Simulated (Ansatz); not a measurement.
A trace of molecular dynamics of CH$_{4}$BF$_{2}$N (9 atoms, charge 0, multiplicity 1).

Computed with Ansatz, RKS B3LYP-D4/6-31G*.

```json
{
 "ensemble": "NVE (velocity Verlet)",
 "starting velocities drawn for": "300 K",
 "seed": "974314"
}
```

| time (fs) | T (K) | potential energy less start (eV) | conserved less start (meV/atom) |
| --- | --- | --- | --- |
| 0.0 | 300 | 0.000 | 0.00 |
| 10.0 | 201 | 0.092 | 0.32 |
| 20.0 | 116 | 0.173 | 0.73 |
| 30.0 | 133 | 0.160 | 0.97 |
| 40.0 | 107 | 0.184 | 1.03 |
| 50.0 | 77 | 0.211 | 1.02 |
| 60.0 | 140 | 0.153 | 0.92 |
| 70.0 | 142 | 0.150 | 0.76 |
| 80.0 | 104 | 0.184 | 0.72 |
| 90.0 | 157 | 0.136 | 0.65 |
| 100.0 | 227 | 0.070 | 0.43 |
| 110.0 | 183 | 0.110 | 0.43 |
| 120.0 | 177 | 0.115 | 0.50 |
| 130.0 | 194 | 0.101 | 0.59 |
| 140.0 | 158 | 0.136 | 0.80 |
| 150.0 | 120 | 0.172 | 0.97 |
| 160.0 | 122 | 0.170 | 1.05 |
| 170.0 | 91 | 0.198 | 1.08 |
| 180.0 | 68 | 0.219 | 1.02 |
| 190.0 | 131 | 0.160 | 0.74 |
| 200.0 | 203 | 0.092 | 0.46 |
| 210.0 | 167 | 0.124 | 0.43 |
| 220.0 | 164 | 0.127 | 0.48 |
| 230.0 | 201 | 0.094 | 0.51 |
| 240.0 | 195 | 0.101 | 0.66 |
| 250.0 | 141 | 0.153 | 0.97 |

Question: Is this trajectory sound?

Answer: The conserved energy stayed within 1.3 meV per atom of its start (net change 0.43 meV per atom), so the integration is sound. The temperature averaged 0.50 of the 300 K drawn at the start: a run that starts near a minimum puts about half its kinetic energy into the potential. A run of 0.26 ps of so small a system gives no equilibrium averages. The time step was 1 fs.

Time of the run: 29 min on 1 thread of AMD EPYC (Zen 3), with other jobs on the host, peak memory 0.15 GiB.
